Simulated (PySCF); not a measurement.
The complex Fe(NH2)3 (charge 0) contains Fe(III), shell d5. The structure is a PBE0-D3(BJ)/def2-TZVP geometry optimised for multiplicity 6; coordination trigonal planar, point group D3h, metal–donor distances 1.86 Å.

Method (PySCF 2.14, density fitting): CASSCF(5,5) with orbitals averaged over all microstates of the shell, strongly contracted NEVPT2 on the averaged canonical orbitals; basis x2c-TZVPall on the metal, x2c-SVPall elsewhere; spin-free X2C; gas phase; spin-orbit coupling by state interaction with the mean-field operator over all roots.

CASSCF energies above the lowest CASSCF root:

```tsv
state	CASSCF / cm⁻¹
6A1'	0
4E'	28542
4A2''	28638
4E''	29574
4A1''	29612
4A1'	30294
4E'	30520
4E''	31991
4E'	35487
4A2'	35673
4A1'	37770
4E''	41350
2A1'	42167
2E''	42211
2E'	42528
2E'	42699
2A1''	42743
2E''	42809
2A2''	42871
2E''	47253
2E'	47276
2A2'	47751
```

How does dynamic correlation (SC-NEVPT2) move these states?


```
state  NEVPT2 / cm⁻¹  shift / cm⁻¹
 6A1'              0             0
  4E'          23805         -4738
4A2''          26600         -2038
 4E''          23875         -5700
4A1''          27238         -2374
 4A1'          27639         -2655
  4E'          27545         -2976
 4E''          28444         -3547
  4E'          29852         -5636
 4A2'          30818         -4855
 4A1'          33014         -4756
 4E''          38394         -2955
 2A1'          39109         -3058
 2E''          38167         -4043
  2E'          38500         -4028
  2E'          38322         -4377
2A1''          39123         -3620
 2E''          36772         -6036
2A2''          39350         -3522
 2E''          38032         -9221
  2E'          39329         -7947
 2A2'          40387         -7363
```

NEVPT2 on the d shell alone tends to put d–d bands too high for such charged or covalently bound ions. Gaps between spin states lean to high spin in this active space.
